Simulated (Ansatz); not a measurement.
Reaction (atomization): `CCO[SiH2]C` → 3 C• + 10 H• + O• + Si•

Gas-phase electronic energies from Ansatz, PBE0-D4/def2-TZVP geometries. CCSD(T)/CBS adds triple-zeta CCSD(T) − MP2 to the extrapolated MP2 energy (def2 sets, frozen cores). This one scheme is used for every species, atoms too. Functionals use def2-TZVPP. B3LYP here is the variant with VWN-RPA as its local correlation; programs differ in this. Open shells (•) are unrestricted, without spin–orbit coupling. Spin–orbit coupling would lower the free atoms: a little for C, O, Si. One conformer a species, not always the lowest.

```
             level  ΔE (kJ/mol)  difference from CCSD(T)/CBS
          B3LYP-D4       5638.0                         -4.1
           ωB97M-V       5650.2                          8.1
            B2PLYP       5581.0                        -61.1
              PBE0       5606.7                        -35.4
     HF/def2-TZVPP       4251.8                      -1390.3
SCS-MP2/def2-TZVPP       5560.0                        -82.1
   CCSD/def2-TZVPP       5453.4                       -188.7
CCSD(T)/def2-TZVPP       5514.1                       -128.0
     HF/def2-QZVPP       4259.3                      -1382.8
      HF/CBS(def2)       4260.5                      -1381.6
       CCSD(T)/CBS       5642.1                            0
```

Largest T1 diagnostic among the species: 0.012.

From PBE to PBE0 (25 % exact exchange), in def2-TZVPP and without D4, ΔE moves by −55.5 kJ/mol: exact exchange takes away binding that semilocal exchange gives to molecules. In def2-TZVPP, CCSD(T) changes the Hartree–Fock value by +1262.3 kJ/mol (the triples alone add +60.7 kJ/mol) and MP2 by +1305.0 kJ/mol; breaking electron pairs costs correlation energy, which Hartree–Fock lacks. The D4 term adds +42.9 kJ/mol with B3LYP and +22.7 kJ/mol with PBE0; it sums over pairs of atoms, weighted by their polarisabilities, and B3LYP, whose exchange is more repulsive, gets the larger term.

For atomizations the MP2-based limit and the directly extrapolated one differ by several kJ/mol either way, and by 10 to 25 for some Ge, Se and Sn compounds, so smaller differences from it don't rank the levels.
